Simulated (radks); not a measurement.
Spherical jellium clusters: N electrons in a uniform positive sphere of charge N and radius rs N^(1/3), rs = 4.88 bohr. Calculated with a radial shooting solver with Libxc functionals: non-relativistic Kohn-Sham, LDA (Slater exchange, Perdew-Wang correlation), spin-polarised, spherical densities. Levels are named by radial order and angular momentum (1s, 1p, 1d, 2s, ...), and open shells are averaged over m. Each electron was tried in the lowest free levels, single moves between levels near the top were tried too, and the lowest total energy was kept; such a search can miss a lower state. Energies include the self-energy of the background; IP and EA are vertical (highest electron removed, lowest free level filled), at fixed background; spill-out counts the electrons outside the background radius R, and alpha is the static dipole polarisability from linear response (closed shells only). A dash means not computed or, for alpha, an open shell; in EA it means that no bound solution was reached, which is typical of self-interaction and does not show that the anion is unstable. Real open-shell clusters deform, which this model forbids.

N	open shells	2S	E/N (eV)	E(N+1) + E(N-1) - 2E(N) (eV)	IP (eV)
1	1s(up 1, down 0)	1	-1.338	-	-
2	none	0	-1.669	0.788	4.518
3	1p(up 1, down 0)	1	-1.517	-0.509	3.420
4	1p(up 2, down 0)	2	-1.569	-0.335	3.815
5	1p(up 3, down 0)	3	-1.666	0.262	4.023
6	1p(up 3, down 1)	2	-1.688	-0.275	3.656
7	1p(up 3, down 2)	1	-1.742	-0.195	3.864
8	none	0	-1.808	0.838	3.996
9	1d(up 1, down 0)	1	-1.766	-0.201	3.102
10	1d(up 2, down 0)	2	-1.752	-0.168	3.278
11	1d(up 3, down 0)	3	-1.756	-0.141	3.414
12	1d(up 4, down 0)	4	-1.771	-0.120	3.522
13	1d(up 5, down 0)	5	-1.793	0.274	3.609
14	1d(up 5, down 1)	4	-1.792	-0.131	3.303
15	1d(up 5, down 2)	3	-1.800	-0.111	3.413
16	1d(up 5, down 3)	2	-1.814	-0.096	3.503
17	1d(up 5, down 4)	1	-1.832	-0.083	3.577
18	none	0	-1.853	0.172	3.640
19	2s(up 1, down 0)	1	-1.862	0.189	3.448
20	none	0	-1.862	0.198	3.255
21	1f(up 1, down 0)	1	-1.851	-0.090	3.065
22	1f(up 2, down 0)	2	-1.846	-0.081	3.139
23	1f(up 3, down 0)	3	-1.845	-0.074	3.205
24	1f(up 4, down 0)	4	-1.847	-0.068	3.263
25	1f(up 5, down 0)	5	-1.851	-	3.315

All shells are closed at N = 2, 8, 18, 20 (there: 1s2 1p6 1d10 2s2); the second difference of the energy has clear peaks (12 % above both neighbours; the first and last values, which can be the largest, are not judged, and half-filled shells can peak too) at N = 5, 8, 13.
